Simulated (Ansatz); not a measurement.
`CC(C)[Si](Cl)(Cl)Cl` and `Cl[Si](Cl)(Cl)Cl` differ in one atom or group.

Ansatz, PBE0-D4/def2-TZVP geometries, multiplicity 1. Each molecule was computed in one conformer, which needn't be the lowest.

```tsv
property	`CC(C)[Si](Cl)(Cl)Cl`
HOMO–LUMO gap (ωB97M-V/def2-TZVPP) / eV	13.08
zero-point energy (PBE0-D4/def2-TZVP) / kJ/mol	261.9
LUMO energy (PBE0/def2-TZVPP) / eV	0.31
HOMO–LUMO gap (PBE/def2-TZVPP) / eV	6.65
LUMO energy (B3LYP/def2-TZVPP) / eV	0.05
HOMO energy (PBE0/def2-TZVPP) / eV	-8.65
```

Task: Give the same properties after the change, and the shifts. (An estimate is asked.)

Result: The calculation gave: 
| property | `Cl[Si](Cl)(Cl)Cl` | shift |
| --- | --- | --- |
| HOMO–LUMO gap (ωB97M-V/def2-TZVPP) / eV | 13.31 | 0.23 |
| zero-point energy (PBE0-D4/def2-TZVP) / kJ/mol | 19.3 | -242.6 |
| LUMO energy (PBE0/def2-TZVPP) / eV | -0.56 | -0.87 |
| HOMO–LUMO gap (PBE/def2-TZVPP) / eV | 6.52 | -0.13 |
| LUMO energy (B3LYP/def2-TZVPP) / eV | -0.83 | -0.88 |
| HOMO energy (PBE0/def2-TZVPP) / eV | -9.54 | -0.89 |

The zero-point energy changes by -242.6 kJ/mol with -27 modes.

B3LYP here is the variant with VWN-RPA as its local correlation; programs differ in this.
